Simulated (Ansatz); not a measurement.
Ansatz (a program for electronic structure) input for C5H12Si, SMILES C[C@@H]1C[C@@]1(C)[SiH3], PBE0-D3(BJ)/def2-SVP. 

Ansatz 0.2 input:
```yaml
crystal:
  periodic: [false, false, false]
  atoms:
    - {symbol: C, position_ang: [-2.25484815, 0.94059674, 0.08462227]}
    - {symbol: C, position_ang: [-1.22750755, -0.16715199, -0.00805208]}
    - {symbol: C, position_ang: [-0.52451680, -0.70708269, 1.21146946]}
    - {symbol: C, position_ang: [0.27278271, 0.08358955, 0.17926914]}
    - {symbol: C, position_ang: [0.77849409, 1.47081908, 0.55083985]}
    - {symbol: Si, position_ang: [1.42315239, -0.89380061, -0.94953385]}
    - {symbol: H, position_ang: [-2.02457842, 1.66115013, 0.89336001]}
    - {symbol: H, position_ang: [-3.26127967, 0.52308682, 0.29509198]}
    - {symbol: H, position_ang: [-2.32225847, 1.51128050, -0.86507859]}
    - {symbol: H, position_ang: [-1.47735725, -0.92386641, -0.77432017]}
    - {symbol: H, position_ang: [-0.37074564, -1.79464588, 1.30748871]}
    - {symbol: H, position_ang: [-0.71735207, -0.19857185, 2.17161030]}
    - {symbol: H, position_ang: [0.87972931, 2.12221219, -0.34289811]}
    - {symbol: H, position_ang: [0.10313958, 1.98656244, 1.26317494]}
    - {symbol: H, position_ang: [1.77556360, 1.41370188, 1.03590610]}
    - {symbol: H, position_ang: [0.81505851, -2.24264926, -1.23583429]}
    - {symbol: H, position_ang: [2.77248056, -1.09719370, -0.30745525]}
    - {symbol: H, position_ang: [1.63704089, -0.17248245, -2.25646342]}
basis:
  gaussian:
    orbitals: def2-SVP
hamiltonian:
  xc: pbe0
  dispersion: d3bj
relax: {f_tol: 0.002, max_steps: 200}
```

Log of the run:

```
WARN ansatz: RAYON_NUM_THREADS=2 ignored (pool sized by the plan → 2); use --threads N
Functional definition: PBE0
integrals: 0.16 GiB planned
1674 factors; integrals over basis functions are off by at most 4.1e-4 eV
mean field: 0.99 GiB planned
mean field evaluation 1: about -13233.2863 eV, gradient 5.6e1 eV
mean field evaluation 2: about -13228.7266 eV, gradient 7.0e1 eV
mean field evaluation 4: about -13241.5284 eV, gradient 2.8e0 eV
mean field evaluation 8: about -13241.5742 eV, gradient 1.6e-1 eV
mean field evaluation 16: about -13241.5743 eV, gradient 1.3e-5 eV
mean field -13241.57430472 eV, -486.6188802372 hartree, gradient 1.3e-5 eV, S^2 0.000000; 0 other end points of the search recorded, 0 dependent functions left out
the calculation of the forces begins
reference -13241.57433695 eV, -486.6188814215 hartree; 28, 28 occupied and 120, 120 virtual orbitals, 1674 factors
relax step   1: F+E_penalty+E_count = -13241.95488893 eV  Δ(F+E_penalty+E_count) = +0.000e0 eV  max|allowed force component| = 2.695e-1 eV/Å  Δτ_max = 0.0000 Å  (27 SCF iters, accepted)
these checks for a lower state are left out or cut short: starts, cluster_reference, orbital_swaps, neighbouring_geometries, increment
integrals: 0.16 GiB planned
1674 factors; integrals over basis functions are off by at most 4.0e-4 eV
mean field: 0.99 GiB planned
mean field -13241.59275198 eV, -486.6195581611 hartree, gradient 5.7e-6 eV, S^2 0.000000; 0 other end points of the search recorded, 0 dependent functions left out
the calculation of the forces begins
reference -13241.59278407 eV, -486.6195593405 hartree; 28, 28 occupied and 120, 120 virtual orbitals, 1674 factors
relax step   2: F+E_penalty+E_count = -13241.97529328 eV  Δ(F+E_penalty+E_count) = -2.040e-2 eV  max|allowed force component| = 1.267e-1 eV/Å  Δτ_max = 0.0162 Å  (30 SCF iters, accepted)
these checks for a lower state are left out or cut short: starts, cluster_reference, orbital_swaps, neighbouring_geometries, increment
integrals: 0.16 GiB planned
1674 factors; integrals over basis functions are off by at most 3.9e-4 eV
mean field: 0.99 GiB planned
mean field -13241.59397570 eV, -486.6196031321 hartree, gradient 1.7e-5 eV, S^2 0.000000; 0 other end points of the search recorded, 0 dependent functions left out
the calculation of the forces begins
reference -13241.59400774 eV, -486.6196043096 hartree; 28, 28 occupied and 120, 120 virtual orbitals, 1674 factors
relax step   3: F+E_penalty+E_count = -13241.97732047 eV  Δ(F+E_penalty+E_count) = -2.027e-3 eV  max|allowed force component| = 1.948e-2 eV/Å  Δτ_max = 0.0081 Å  (23 SCF iters, accepted)
these checks for a lower state are left out or cut short: starts, cluster_reference, orbital_swaps, neighbouring_geometries, increment
integrals: 0.16 GiB planned
1674 factors; integrals over basis functions are off by at most 3.9e-4 eV
mean field: 0.99 GiB planned
mean field evaluation 32: about -13241.5940 eV, gradient 7.1e-2 eV
mean field -13241.59398196 eV, -486.6196033621 hartree, gradient 3.7e-5 eV, S^2 0.000000; 0 other end points of the search recorded, 0 dependent functions left out
the calculation of the forces begins
reference -13241.59401400 eV, -486.6196045396 hartree; 28, 28 occupied and 120, 120 virtual orbitals, 1674 factors
relax step   4: F+E_penalty+E_count = -13241.97733760 eV  Δ(F+E_penalty+E_count) = -1.713e-5 eV  max|allowed force component| = 3.742e-3 eV/Å  Δτ_max = 0.0016 Å  (19 SCF iters, accepted)
these checks for a lower state are left out or cut short: starts, cluster_reference, orbital_swaps, neighbouring_geometries, increment
integrals: 0.16 GiB planned
1674 factors; integrals over basis functions are off by at most 3.9e-4 eV
mean field: 0.99 GiB planned
mean field -13241.59398894 eV, -486.6196036186 hartree, gradient 3.0e-5 eV, S^2 0.000000; 0 other end points of the search recorded, 0 dependent functions left out
the calculation of the forces begins
reference -13241.59402098 eV, -486.6196047961 hartree; 28, 28 occupied and 120, 120 virtual orbitals, 1674 factors
relax step   5: F+E_penalty+E_count = -13241.97734291 eV  Δ(F+E_penalty+E_count) = -5.305e-6 eV  max|allowed force component| = 9.377e-4 eV/Å  Δτ_max = 0.0023 Å  (19 SCF iters, accepted)
integrals: 0.16 GiB planned
1674 factors; integrals over basis functions are off by at most 3.9e-4 eV
mean field: 0.99 GiB planned
mean field -13241.59398894 eV, -486.6196036186 hartree, gradient 3.0e-5 eV, S^2 0.000000; 1 other end points of the search recorded, 0 dependent functions left out
the calculation of the forces begins
reference -13241.59402098 eV, -486.6196047961 hartree; 28, 28 occupied and 120, 120 virtual orbitals, 1674 factors
Total energy: -13241.97737495 eV, -486.6336927948 hartree
Atom 0 at    -2.241606     0.936871     0.084858 Å, force    -0.000005     0.000015     0.000133 eV/Å
Atom 1 at    -1.218342    -0.164071    -0.007939 Å, force     0.000555    -0.000938     0.000206 eV/Å
Atom 2 at    -0.521656    -0.700125     1.202892 Å, force     0.000581     0.000590     0.000130 eV/Å
Atom 3 at     0.269225     0.085033     0.178491 Å, force    -0.000178    -0.000019    -0.000291 eV/Å
Atom 4 at     0.771593     1.465161     0.549172 Å, force     0.000058     0.000089     0.000500 eV/Å
Atom 5 at     1.411960    -0.889329    -0.942500 Å, force     0.000127    -0.000346    -0.000325 eV/Å
Atom 6 at    -2.016004     1.648170     0.891778 Å, force    -0.000222     0.000208     0.000114 eV/Å
Atom 7 at    -3.240208     0.519034     0.288107 Å, force     0.000583     0.000015    -0.000303 eV/Å
Atom 8 at    -2.304085     1.506048    -0.856310 Å, force     0.000444     0.000227     0.000022 eV/Å
Atom 9 at    -1.467249    -0.915305    -0.768222 Å, force    -0.000458     0.000367    -0.000508 eV/Å
Atom 10 at    -0.368784    -1.779887     1.297639 Å, force    -0.000420    -0.000273     0.000306 eV/Å
Atom 11 at    -0.714359    -0.196148     2.156170 Å, force    -0.000345    -0.000379     0.000908 eV/Å
Atom 12 at     0.866481     2.113263    -0.337430 Å, force    -0.000891     0.000176     0.000017 eV/Å
Atom 13 at     0.103509     1.973151     1.260965 Å, force    -0.000013     0.000290    -0.000402 eV/Å
Atom 14 at     1.763644     1.407633     1.025730 Å, force     0.000085    -0.000169    -0.000074 eV/Å
Atom 15 at     0.807879    -2.229791    -1.222989 Å, force    -0.000042    -0.000118     0.000090 eV/Å
Atom 16 at     2.752528    -1.088877    -0.305103 Å, force    -0.000225     0.000299    -0.000068 eV/Å
Atom 17 at     1.622471    -0.175277    -2.242113 Å, force     0.000365    -0.000034    -0.000455 eV/Å
Dipole moment:    -0.147904     0.118509     0.104911 e Å
```

The run converged.

Cost: very roughly 50 core-seconds.
